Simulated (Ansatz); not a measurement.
```yaml
crystal:
  periodic: [false, false, false]
  atoms:
    - {symbol: C, position_ang: [-2.159753, -0.126632, 0.845861]}
    - {symbol: Ga, position_ang: [-0.239997, 0.241828, 1.092844]}
    - {symbol: B, position_ang: [1.078214, 0.349069, -0.479887]}
    - {symbol: C, position_ang: [2.083886, -0.309290, -1.451967]}
    - {symbol: S, position_ang: [1.747935, 1.485657, -1.641520]}
    - {symbol: H, position_ang: [-2.458804, -0.150181, -0.201916]}
    - {symbol: H, position_ang: [-2.755679, 0.625572, 1.368995]}
    - {symbol: H, position_ang: [-2.401512, -1.093350, 1.298200]}
    - {symbol: H, position_ang: [0.281895, 0.456570, 2.565249]}
    - {symbol: H, position_ang: [3.090416, -0.551491, -1.122339]}
    - {symbol: H, position_ang: [1.733389, -0.927751, -2.273532]}
basis:
  gaussian: {orbitals: def2-mTZVPP, fitting: {mean_field: cc-pVTZ-jkfit}}
hamiltonian: {xc: {name: wPBEh}}
multiplicity: 3
```

```sh
$ ansatz run in.yaml --threads 4 --pin off --events-out ev --progress --plain --max-ram 10444MiB
```

Problem. How does Ansatz answer? (An estimate is asked.)

Solution. The calculation gave: The input was rejected before any iteration.
```
Error: YAML parse error: error: line 18 column 1: unknown field `multiplicity`, expected one of crystal, accuracy, basis, kpoints, hamiltonian, magnetization, projection, total_charge, correlation, batch, efield, external_charges, scf, relax, neb, saddle, md, ramp, phonons, dielectric, real_time, elastic, magnetic_configurations, gw, evaluate, workflow, output, checkpoint, execution
16 |   gaussian: {orbitals: def2-mTZVPP, fitting: {mean_field: cc-pVTZ…
17 | hamiltonian: {xc: {name: wPBEh}}
18 | multiplicity: 3
```
